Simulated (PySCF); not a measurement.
Correlation energy of Cd³⁺ (cadmium, charge +3)

Starting occupation: [Kr] 4d8 5p1, 4d3/2 with m_j = -1/2, +1/2, +3/2, 4d5/2 with m_j = -3/2, -1/2, +1/2, +3/2, +5/2, 5p3/2 with m_j = +3/2. Computed with PySCF 2.14 in x2c-SVPall-2c with one added diffuse shell each of s, p, d type (7s10p7d1f, 79 functions), with X2C-1e with screened-nucleus spin-orbit coupling, Gaussian nucleus. Frozen: [Ar] 3d10; 17 electrons correlated; the 6 highest virtual spinors left out.

MP2 pair energies summed by pair of shells (mhartree):

| pair | energy | share (%) |
| --- | --- | --- |
| 4d-4d | -164.77 | 43.9 |
| 4d-4p | -122.51 | 32.7 |
| 4p-4p | -37.65 | 10.0 |
| 4d-5p | -19.91 | 5.3 |
| 4p-4s | -11.26 | 3.0 |
| 4d-4s | -11.21 | 3.0 |
| 4p-5p | -5.11 | 1.4 |
| 4s-4s | -2.40 | 0.6 |
| 4s-5p | -0.25 | 0.1 |

Total MP2 correlation energy: -375.07 mhartree.

The GHF reference relaxed away from the jj start to a determinant that is no pure jj level (⟨S²⟩ = 3.73, ⟨J²⟩ = 35.76); the energies belong to that determinant.

This basis was not built for core-valence correlation, so the inner-shell part is incomplete.
